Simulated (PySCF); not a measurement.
Isomers of C7H11N, one GFN2-xTB conformer each. Single-point energies are computed at PBE0/pcSseg-1 (PySCF, gas phase, no added dispersion term), electronic only.

Question: Rank them by PBE0/pcSseg-1 energy, lowest first (kJ/mol).
A. `[H]/[N:2]=[CH:3]/[C@@H:4]1[C@H:5]2[CH2:6][CH2:7][CH2:8][C@@H:9]12` with N2–C3–C4–C5 -146°, C3–C4–C5–C6 155°, C4–C5–C6–C7 49°, C5–C6–C7–C8 27°, C6–C7–C8–C9 -27°
B. `[CH2:1]=[C:2]([C:3]#[N:4])[C@H:5]([CH3:6])[CH2:7][CH3:8]` with C1–C2–C5–C6 -117°, C2–C5–C7–C8 -62°

Answer: B (0.0), A (8.7).

As drawn, the lower has a C≡N group and a C=C bond outside aromatic rings, which the higher lacks; the higher has a three-membered ring, a C=N bond and an N–H bond, which the lower lacks. Neighbours under 10 kJ/mol apart (C=C(C#N)[C@H](C)CC and [H]/N=C/[C@@H]1[C@H]2CCC[C@@H]12) can change places with a better method, another conformer or zero-point energy. GFN2-xTB itself gives, in the same order: 55.2, 0.0. GFN2-xTB puts [H]/N=C/[C@@H]1[C@H]2CCC[C@@H]12 lowest instead.

Which frontier levels, dipoles and rotational constants go with these structures?

```
                          SMILES  HOMO (eV, PBE0/pcSseg-1)  LUMO (eV)  dipole (D)     A, B, C (MHz)
              C=C(C#N)[C@H](C)CC                     -8.01      -1.32        3.89  2261, 1610, 1521
[H]/N=C/[C@@H]1[C@H]2CCC[C@@H]12                     -7.21       0.21        2.20  4783, 1311, 1225
```
